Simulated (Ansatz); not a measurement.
Two structures of SiNH5SF2, singlet, reached by relaxing down either side of one saddle point (PBE0-D4/def2-TZVP). Energies are electronic, without zero-point energy. Program: Ansatz 0.2.0. Basis: def2-TZVPP and def2-QZVPP. Cores are frozen in the correlated methods. Extrapolation: Hartree–Fock as exp(−7.88 √X), correlation as X^−2.97. First:

```
10
angstrom
Si 0.1259 -1.0986 -0.5702
N 1.2288 -0.0946 0.2314
F 0.6289 -2.5903 -0.7842
F -1.1549 -1.2322 0.3575
H -0.2177 -0.5462 -1.8860
H -0.3555 1.7288 0.4918
S -1.5067 2.4245 0.4375
H 1.9924 0.3182 -0.2809
H 1.4816 -0.2625 1.1932
H -2.2228 1.3529 0.8100
```

Second:

| atom | x (Å) | y (Å) | z (Å) |
| --- | --- | --- | --- |
| Si1 | -0.4850 | -0.5639 | -0.7160 |
| N2 | 0.8959 | 0.1634 | 0.7181 |
| F3 | 0.8279 | -0.4917 | -1.6527 |
| F4 | -0.4836 | -1.8278 | 0.2885 |
| H5 | -1.4458 | -1.0863 | -1.7242 |
| H6 | 1.2896 | 1.0590 | 0.4519 |
| S7 | -1.7080 | 1.1663 | -0.3518 |
| H8 | 1.6521 | -0.5122 | 0.7638 |
| H9 | 0.4849 | 0.2389 | 1.6418 |
| H10 | -1.0280 | 1.8543 | 0.5807 |

**Question.** Which bonds change from the first to the second?

**Answer.** SiNH₃F₂ ([NH2][SiH]([F])[F]) + H₂S → SiH₂SF₂ ([F][SiH]([F])[SH]) + NH₃ (still joined by a long Si–N bond); bonds formed: Si1–S7, N2–H6; bonds broken: H6–S7; bonds weakened to dative contacts: Si1–N2.

**Question.** Give the saddle point's structure and its height above each. (An estimate is asked for; the value comes from the calculation.)

**Answer.** The calculation gives: 1.138 eV above the first and 1.054 eV above the second (CCSD(T) at an estimated basis limit (MP2 extrapolated from triple and quadruple zeta, plus CCSD(T) − MP2 in triple zeta)).
| atom | x (Å) | y (Å) | z (Å) |
| --- | --- | --- | --- |
| Si1 | -0.1736 | -0.7946 | -0.5687 |
| N2 | 1.0229 | 0.2129 | 0.3516 |
| F3 | 0.7240 | -2.1036 | -0.8245 |
| F4 | -1.2568 | -1.3686 | 0.4316 |
| H5 | -0.4784 | -0.3712 | -1.9339 |
| H6 | 0.2328 | 1.1669 | 0.3423 |
| S7 | -1.3324 | 1.6747 | -0.0915 |
| H8 | 1.9182 | 0.3462 | -0.1092 |
| H9 | 1.1910 | -0.1345 | 1.2918 |
| H10 | -1.8476 | 1.3718 | 1.1106 |

The T1 diagnostic stays at or below 0.012.

Labels in which every atom is bracketed show which atoms are joined, not bond orders.

For scale, one of the runs: CCSD(T)/def2-TZVPP, 247 basis functions, launched by `ansatz run in.yaml --threads 8 --pin off --events-out ev --progress --plain --max-ram 19148MiB`. Hardware: 8 CPU threads of an AMD EPYC 9R45, shared host. Wall time 31 s; peak host memory 5.2 GiB.
